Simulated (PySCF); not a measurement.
Sb(Cl)(SiH3)2 (ClH6SbSi2), SMILES [SiH3][Sb]([SiH3])[Cl]. The structure is a stationary point at PBE-D3(BJ)/def2-SVP. The def2 effective core potentials stand for the cores of Sb; spin–orbit coupling is left out.

Computed equilibrium geometry at PBE-D3(BJ)/def2-SVP (PySCF confirms it by a frequency run) as a Z-matrix, and its point group:
point group Cs.
```
Sb
Cl 1 2.4338
Si 1 2.6076 2 90.20
H 3 1.5026 1 110.54 2 -50.93
H 3 1.5035 4 109.84 1 -119.20
H 3 1.5077 4 109.68 5 -119.72
Si 1 2.6076 2 90.20 3 -90.11
H 7 1.5026 1 110.54 2 50.93
H 7 1.5035 8 109.84 4 146.82
H 7 1.5077 8 109.68 9 119.72
```
Charge 0, spin multiplicity 1.
